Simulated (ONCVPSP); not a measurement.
Which change was made? (Zn, ONCV)

```json
{
 "Element": "zinc (Zn)",
 "Generator": "ONCVPSP 4.0.1",
 "Type": "optimised norm-conserving Vanderbilt (ONCV)",
 "Functional": "Wu-Cohen",
 "Relativity": "scalar-relativistic",
 "Frozen core": "[Ar]",
 "Valence charge": "12",
 "Reference configuration": "3d10 4s2",
 "Partial waves": "4s: rc 2.00 bohr, ncon 3, nbas 8, qcut 4.1 1/bohr, 2 projectors, debl 0.9 Ha; p scattering state at 0.02 Ha: rc 1.80 bohr, ncon 5, nbas 9, qcut 3.9 1/bohr, 2 projectors, debl 3.6 Ha; 3d: rc 1.40 bohr, ncon 3, nbas 7, qcut 10.7 1/bohr, 2 projectors, debl 0.9 Ha",
 "Local potential": "polynomial inside 1.25 bohr (lpopt 5, dvloc0 0 Ha)",
 "Core correction": "Teter function, fcfact 4.5, rcfact 1.55"
}
```

Cutoffs, loose and tight: the cutoffs (Ha) at which the residual kinetic energy of the hardest occupied pseudo-wave falls to 1 and 0.1 mHa per electron. They do not see the model core or the augmentation charge, which bear on the density cutoff. Test errors are all-electron minus pseudo excitation energies from the reference, over the configurations 3d10 4s1; 3d10 4s0; 3d9 4s0; 3d10 4s0 4p1; variants that change the core or the reference have their own tests.

The base gives: outcome: generated; cutoff, loose: 47 Ha; cutoff, tight: 52 Ha; bound ghosts: none; GHOST(+) flags above zero: s; largest test error (meV): +59.

Question: After one change the result is: outcome: generated; cutoff, loose: 35 Ha; cutoff, tight: 40 Ha; bound ghosts: none; GHOST(+) flags above zero: s; largest test error (meV): +168. Which change was it?
A. d: rc 1.96
B. d: rc 1.08; local potential polynomial inside 1.08 bohr (lpopt 5, dvloc0 0 Ha)
C. d: rc 1.22; local potential polynomial inside 1.22 bohr (lpopt 5, dvloc0 0 Ha)
D. d: rc 1.56

Answer: A. The others give: d: rc 1.56 → outcome: generated; cutoff, loose: 44 Ha; cutoff, tight: 49 Ha; bound ghosts: none; GHOST(+) flags above zero: s; largest test error (meV): +81 | d: rc 1.08; local potential polynomial inside 1.08 bohr (lpopt 5, dvloc0 0 Ha) → outcome: generated; cutoff, loose: 83 Ha; cutoff, tight: 226 Ha; bound ghosts: s; GHOST(+) flags above zero: p; largest test error (meV): -35 | d: rc 1.22; local potential polynomial inside 1.22 bohr (lpopt 5, dvloc0 0 Ha) → outcome: generated; cutoff, loose: 53 Ha; cutoff, tight: 94 Ha; bound ghosts: none; GHOST(+) flags above zero: s; largest test error (meV): +37.
